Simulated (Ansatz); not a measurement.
Start from `[NH]=[Nb]([NH2])([Cl])[Cl]` and change one element to get `[NH]=[V]([NH2])([Cl])[Cl]`.

Ansatz, PBE0-D4/def2-TZVP geometries, multiplicity 1. Each molecule was computed in one conformer, which needn't be the lowest.

Elements past krypton have def2 core potentials. Scalar relativity is left out up to krypton.

```tsv
property	`[NH]=[Nb]([NH2])([Cl])[Cl]`
HOMO–LUMO gap (PBE/def2-TZVPP) / eV	4.19
size of the dipole moment (B3LYP/def2-TZVPP) / D	3.03
LUMO energy (ωB97M-V/def2-TZVPP) / eV	0.10
size of the dipole moment (ωB97M-V/def2-TZVPP) / D	3.05
HOMO energy (PBE/def2-TZVPP) / eV	-6.93
ideal-gas entropy at 298 K and 1 bar (rigid rotor, harmonic PBE0-D4/def2-TZVP) / J/(mol·K)	370
```

(1) What does the change do to each property? (Estimate.)

## Answers

(1) Ansatz gave: 
```tsv
property	`[NH]=[V]([NH2])([Cl])[Cl]`	shift
HOMO–LUMO gap (PBE/def2-TZVPP) / eV	3.14	-1.05
size of the dipole moment (B3LYP/def2-TZVPP) / D	3.37	0.34
LUMO energy (ωB97M-V/def2-TZVPP) / eV	-0.72	-0.82
size of the dipole moment (ωB97M-V/def2-TZVPP) / D	3.53	0.48
HOMO energy (PBE/def2-TZVPP) / eV	-6.90	0.03
ideal-gas entropy at 298 K and 1 bar (rigid rotor, harmonic PBE0-D4/def2-TZVP) / J/(mol·K)	359	-11
```

With PBE0 the HOMO rises by 0.05 eV and the LUMO falls by 0.94 eV, so the gap narrows by about 0.99 eV. PBE moves the HOMO by 0.03 eV and ωB97M-V by 0.09 eV. Dipoles are sizes alone; their direction can turn.

B3LYP here is the variant with VWN-RPA as its local correlation; programs differ in this.
